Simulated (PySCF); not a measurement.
Task: Write Cartesian coordinates for `FB([SiH2]BF)F` as optimised with PBE0-D3(BJ)/def2-SVP.

Result: 
```
atom  x, y, z in Å
F1    -2.3377    1.1558   -0.5734
B2    -1.7042    0.0005   -0.4905
Si3   -0.0461   -0.1870    0.6818
B4     1.5548    0.2897   -0.4775
F5     2.1544    1.4633   -0.4302
F6     2.0191   -0.5727   -1.3615
H7    -2.1313   -0.9099   -1.1706
H8     0.0963   -1.6155    1.1064
H9    -0.0887    0.6998    1.8847
```

Any rigid rotation of these coordinates is as good. Atoms count from 1 in this order. B2 (three-coordinate boron) is planar (angles 122.6°, 120.4° and 116.9°, sum 360.0°, 0.02 Å off the plane of its three neighbours). All 3 B–F bonds measure 1.319 to 1.320 Å. Si3 (SiH2 silicon) is tetrahedral (angles from 106.9° to 112.6°). B4 (three-coordinate boron) is planar (angles 123.1°, 120.4° and 116.5°, sum 360.0°, 0.02 Å off the plane of its three neighbours).

Bonds between heavy atoms (Å): F1–B2 1.320, B2–Si3 2.039, Si3–B4 2.033, B4–F5 1.319, B4–F6 1.319.

Computed, not measured: PBE0-D3(BJ)/def2-SVP geometry optimisation, gas phase (PySCF 2.14.0).

Point group: C1 (no symmetry element, even within 0.4 Å). Whether it is a minimum is left open (no frequencies). One conformer, not necessarily the lowest (F1–B2–Si3–B4 -89°, B2–Si3–B4–F5 101°).

Time: 31 s wall; peak memory 0.41 GiB. Hardware: an Arm Neoverse V1 with one thread, shared host with 32 logical CPUs at a one-minute load of 26. That covers the optimisation of the geometry.
